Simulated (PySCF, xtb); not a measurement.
Al(F)(Cl)(vinyl) (C2H3AlClF), SMILES C=[CH][Al]([F])[Cl].

GFN2-xTB (xtb 6.7.1) at its own geometry gives an orbital gap of 4.20 eV and a dipole moment of 2.55 D.

Geometry optimised at PBE-D3(BJ)/def2-SVP. The structure was generated by enumeration; whether it is a known compound was not checked. One conformer was computed; it need not be the lowest.

Question: What does HF/def2-TZVP (PySCF) give? (An estimate is asked for; the answer gives what the named calculation found.)

Answer: gap 12.41 eV (levels -10.78 and 1.63 eV), dipole 2.60 D.
